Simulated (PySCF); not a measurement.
A side-by-side comparison of computed properties.

First species: C₃H₇NSi₂.
SMILES: `[H]/N=C\[SiH2]C#C[SiH3]`

Second species: tetramethylammonium, C₄H₁₂N (charge +1).
SMILES: `C[N+](C)(C)C`

Levels: B3LYP/def2-SVPD for HOMO energy, LUMO energy, HOMO–LUMO gap, static isotropic polarisability and electronic spatial extent ⟨r²⟩ about the centre of nuclear charge; TDDFT B3LYP/def2-SVPD for lowest singlet excitation; PBE0-D3(BJ)/def2-SVP for rotational constant A and rotational constant C. Geometries: PBE0-D3(BJ)/def2-SVP. All species are isolated and taken at one optimised geometry, non-relativistic unless stated. Electronic properties by PySCF.

The conformers computed, where there is a choice (atom-mapped SMILES and torsion angles):
- `[H]/[N:1]=[CH:2]\[SiH2:3][C:4]#[C:5][SiH3:6]`: N1–C2–Si3–C4 -2°

```json
{"property": "HOMO energy", "column X": "-15.78 eV", "column Y": "-7.17 eV"}
{"property": "LUMO energy", "column X": "-4.24 eV", "column Y": "-1.40 eV"}
{"property": "HOMO–LUMO gap", "column X": "11.54 eV", "column Y": "5.77 eV"}
{"property": "lowest singlet excitation", "column X": "10.46 eV", "column Y": "4.33 eV"}
{"property": "static isotropic polarisability", "column X": "53.2 au", "column Y": "100.1 au"}
{"property": "electronic spatial extent ⟨r²⟩ about the centre of nuclear charge", "column X": "442 bohr²", "column Y": "1444 bohr²"}
{"property": "rotational constant A", "column X": "4.701 GHz", "column Y": "4.770 GHz"}
{"property": "rotational constant C", "column X": "4.699 GHz", "column Y": "0.769 GHz"}
```

Task: Which column belongs to which species?

Result: Column X is the second species and column Y the first. The first has 13 atoms and 60 electrons, the second 17 and 42; their charges are 0 and +1, their HOMO energies -7.17 eV and -15.78 eV.

Task: How does each property change from the first species to the second?

Result: HOMO energy -8.61 eV; LUMO energy -2.84 eV; HOMO–LUMO gap +5.77 eV; lowest singlet excitation +6.13 eV; static isotropic polarisability -46.9 au; electronic spatial extent ⟨r²⟩ about the centre of nuclear charge -1002 bohr²; rotational constant A -0.069 GHz; rotational constant C +3.930 GHz.

On the first: No computed singlet falls in the visible range (750 to 380 nm, 1.65 to 3.26 eV); S1 lies 1.07 eV above its blue end. In wavenumbers S1 is 34900 cm⁻¹ (1 eV = 8065.54 cm⁻¹).

On the second: S1 lies 1.08 eV below the HOMO–LUMO gap. The polarisability is 7.88 Å³ as a volume (1 au = 0.148185 Å³), or 1.27 au for each of the 42 electrons.
